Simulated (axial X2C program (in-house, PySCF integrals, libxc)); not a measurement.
# Testing model relations on NaI⁺

A bond curve at the CCSD(T) level, with spin–orbit coupling, was computed with an axial X2C code built on PySCF integrals (basis I dyall-cv3z [11s12p8d4f1g], Na dyall-cv3z [9s8p5d2f] (cores contracted in-house)) for the state Ω = 3/2 (⟨Sz⟩ = 0.50, ⟨Lz⟩ = 1.00 at HF). Its fit gives Re = 3.1080 Å, ωe = 136.6 cm⁻¹, ωexe = 1.47 cm⁻¹ and αe = 1.049e-03 cm⁻¹; the masses are 126.9045 and 22.9898 u. Two-component means X2C with spin–orbit coupling and atomic mean-field Coulomb and Gaunt terms.

Correlated methods: 15 electrons correlated (number of frozen shells: I 4 s, 3 p, 2 d; Na 1 s), 269 virtual spin orbitals or spinors in MP2, 90 natural virtuals in coupled cluster.

Q: Find the reduced mass, Be and the force constant.

A: From the CCSD(T) values: μ = 19.4638 u. Be = 16.8576/(μ Re²) = 0.08966 cm⁻¹. k = 5.8918×10⁻⁷ μ ωe² = 0.214 mdyn/Å.

Q: Estimate the centrifugal constant by the Kratzer relation.

A: D = 4Be³/ωe² = 1.55e-07 cm⁻¹.

Q: Estimate De from a Morse curve and compare with the computed well depth of 0.430 eV to I + Na+.

A: De(Morse) = ωe²/(4ωexe) = 0.393 eV against 0.430 eV computed, a ratio of 0.91. For De the Morse form works well here.

Q: A Morse curve ties αe to the other constants (Pekeris). How well does that hold?

A: αe(Morse) = 6Be²/ωe × (√(ωexe/Be) − 1) = 1.077e-03 cm⁻¹; the CCSD(T) curve gives 1.049e-03 cm⁻¹, a ratio of 1.03.

Q: Where do the fundamental and the first overtone lie?

A: ν(1←0) = ωe − 2ωexe = 133.7 cm⁻¹; ν(2←0) = 2ωe − 6ωexe = 264.4 cm⁻¹.

One determinant describes the state; a PBE0 search over occupations chose it and may have missed a lower one. De is counted from the lowest determinant-based energies of the atoms at the same level, without counterpoise correction. CCSD and (T) use frozen natural virtuals with an MP2 correction for the truncation; (T) itself is uncorrected, so its De runs slightly low. PBE0 can misorder states that lie within some tenths of an eV, so this need not be the ground state of the molecule. The nearest other 2c determinant of the search, Ω = 1/2, lies 0.33 eV up at the distance of the search.
